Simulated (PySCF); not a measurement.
Highest harmonic wavenumber (cm⁻¹) of eight silicon and germanium compounds: PBE-D3(BJ) beside ωB97X-D3(BJ), computed with PySCF for isolated molecules in the bases named; differences from unrounded values. The eight are the first of their class met in an unordered collection, after screening for sound electronic states; none was chosen by its value. Each level has its own optimised geometry.

```json
[
 {"molecule": "Ge(H)(F)2(vinyl) (C₂H₄F₂Ge), SMILES [GeH]([F])([CH]=C)[F]", "basis": "def2-SVP", "ωB97X-D3(BJ)": "3262"},
 {"molecule": "C₃H₁₂OSi₂, SMILES C[SiH2][C@H]([SiH3])CO", "basis": "def2-SVP", "ωB97X-D3(BJ)": "3893"},
 {"molecule": "C3H7NSi, SMILES [SiH3]N1C=CC1", "basis": "def2-SVP", "ωB97X-D3(BJ)": "3305"},
 {"molecule": "Si(H)2(Cl)(NMe2) (C2H8ClNSi), SMILES CN(C)[SiH2]Cl", "basis": "def2-SVP", "ωB97X-D3(BJ)": "3154"},
 {"molecule": "F3GeH3Si, SMILES F[Si](F)(F)[GeH3]", "basis": "def2-SVP", "ωB97X-D3(BJ)": "2213"},
 {"molecule": "C3H4FNSi, SMILES [Si@H]1(F)C=CC=N1", "basis": "def2-SVP", "ωB97X-D3(BJ)": "3254"},
 {"molecule": "difluoro(fluorosilyl)silane (F3H3Si2), SMILES F[SiH](F)[SiH2]F", "basis": "def2-SVP", "ωB97X-D3(BJ)": "2306"},
 {"molecule": "C3H6FNSi, SMILES C#C[C@H](N)[SiH2]F", "basis": "def2-SVP", "ωB97X-D3(BJ)": "3626"}
]
```

Estimate the PBE-D3(BJ) values and say how PBE-D3(BJ) differs from ωB97X-D3(BJ) over the set. (The exact figures need the calculation; the answer reports its results.)


```csv
molecule,PBE-D3(BJ),difference
"Ge(H)(F)2(vinyl) (C₂H₄F₂Ge), SMILES [GeH]([F])([CH]=C)[F]",3160,-102
"C₃H₁₂OSi₂, SMILES C[SiH2][C@H]([SiH3])CO",3701,-192
"C3H7NSi, SMILES [SiH3]N1C=CC1",3217,-87
"Si(H)2(Cl)(NMe2) (C2H8ClNSi), SMILES CN(C)[SiH2]Cl",3052,-102
"F3GeH3Si, SMILES F[Si](F)(F)[GeH3]",2113,-99
"C3H4FNSi, SMILES [Si@H]1(F)C=CC=N1",3159,-96
"difluoro(fluorosilyl)silane (F3H3Si2), SMILES F[SiH](F)[SiH2]F",2192,-114
"C3H6FNSi, SMILES C#C[C@H](N)[SiH2]F",3480,-146
```
PBE-D3(BJ) lies below ωB97X-D3(BJ) in 8 and above it in 0 of the eight; the mean signed difference is -117 and the largest -192 cm⁻¹.
